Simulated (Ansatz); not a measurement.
Species: sum formula H$_{6}$SiNO$_{3}$, net charge 1, singlet state. It need not be the lowest isomer of its formula. 
Structure (B3LYP-D3(BJ)/def2-TZVP (Ansatz, a program for electronic structure) minimum search):
SMILES: O[Si]([NH3+])(O)O
```xyz
11

N      1.6628     0.2356    -0.1031
Si    -0.1908    -0.0270     0.0118
O     -0.3159    -0.7105     1.4542
O     -0.4458    -0.9778    -1.2508
O     -0.7230     1.4779    -0.1113
H      2.1773    -0.5824     0.2306
H      1.9621     1.0360     0.4582
H      1.9562     0.4101    -1.0669
H     -0.8951    -0.4112     2.1617
H     -0.9052    -1.8227    -1.2254
H     -1.3859     1.7825    -0.7387
```
Charge +1, spin multiplicity 1.

Total electronic energies in hartree. Valence correlation only, unless marked. No spin-orbit coupling. Non-relativistic. Basis-set limits of correlation are two-point, X^-3; Hartree-Fock from the larger set.

```tsv
level	program	energy (Eh)
RI-HF/cc-pV(T+d)Z	Ansatz	-571.59449
BLYP-D3(BJ)/def2-TZVPD	Ansatz + dftd3	-573.57790
r2SCAN-D4/def2-TZVPD	Ansatz + dftd4	?
BHLYP/def2-TZVPD	Ansatz	?
HSE06/def2-TZVPD	Ansatz	-573.17950
LC-wPBE-D3(BJ)/def2-TZVPD	Ansatz + dftd3	?
RPA@PBE/cc-pV(T+d)Z	Ansatz	-573.16089
CCSD/cc-pV(Q+d)Z	Ansatz	-572.76293
CCSD(T)/CBS(cc-pV(T+d)Z,cc-pV(Q+d)Z)	Ansatz	-572.8614
```

### Question
Fill in the missing entries.

### Answer

- r2SCAN-D4/def2-TZVPD, energy (Eh): -573.46381
- BHLYP/def2-TZVPD, energy (Eh): -573.48794
- LC-wPBE-D3(BJ)/def2-TZVPD, energy (Eh): -573.38300
